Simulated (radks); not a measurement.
Exchange energies: the exact (Fock) value of the Kohn-Sham orbitals and density-functional approximations, as 100 (|E| - |E exact|)/|E exact|, negative where the magnitude is too small. Species: Pb4+ [Xe] 4f14 5d10; Zr4+ [Kr]. All-electron calculation, non-relativistic Kohn-Sham, r2SCAN, spin-polarised, spherical densities, point nucleus; meta-GGA in the generalised Kohn-Sham scheme. Program: a radial shooting solver on a logarithmic mesh with Libxc functionals. Every spin shell is full or empty, so the densities are truly spherical. Functionals are evaluated on that one density, not self-consistently.

functional           Pb4+      Zr4+
exact (hartree)  -358.271  -109.473
LDA                 -3.81     -5.40
B88                 +0.02     0.00
PBEsol              -1.82     -2.51
RPBE                -0.26     -0.23
PW91                0.00     -0.05
WC                  -0.66     -0.99
AM05                -3.61     -4.98
B86b                -0.04     -0.01
G96                 +0.43     +0.29
EV93                -0.54     -0.15
APBE                +0.20     +0.33
TPSS                -0.47     -0.20
SCAN                +0.03     +0.22
Tao-Mo              -0.87     -0.75
MVS                 +0.08     +0.03
